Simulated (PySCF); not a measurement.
SiH₂Cl₂, SMILES Cl[SiH2]Cl.

Coordinates come from a B3LYP-D3(BJ)/def2-TZVP optimisation. The isomer is the one that the SMILES or the coordinates give; other isomers of the formula were not compared.

Two levels are set side by side: PBE/def2-TZVPD (PySCF) and PBE0/def2-TZVPD (PySCF). Same geometry, gas phase. Differences are taken from unrounded values.

```json
[
 {"quantity": "orbital gap (eV)", "PBE0": "8.81"},
 {"quantity": "highest occupied level (eV)", "PBE0": "-9.15"},
 {"quantity": "lowest empty level (eV)", "PBE0": "-0.34"},
 {"quantity": "dipole moment (D)", "PBE0": "1.24"},
 {"quantity": "mean polarisability (bohr³)", "PBE0": "54.1"}
]
```

### Question
What does PBE give, and how far is it from PBE0? (The exact figures need the calculation; the answer reports its results.)

### Answer

| quantity | PBE | PBE minus PBE0 |
|---|---|---|
| orbital gap (eV) | 6.58 | -2.23 |
| highest occupied level (eV) | -7.79 | 1.36 |
| lowest empty level (eV) | -1.21 | -0.87 |
| dipole moment (D) | 1.15 | -0.09 |
| mean polarisability (bohr³) | 56.4 | 2.2 |

Without exact exchange PBE keeps part of each electron's self-repulsion, which lifts occupied levels and narrows the gap. Loosely held outer electrons make PBE densities more polarisable. Differences between two approximate levels are no errors against the true value.

Rough cost on one machine, each run with all the roots and properties that it gave: PBE0 against PBE within a factor of 2.
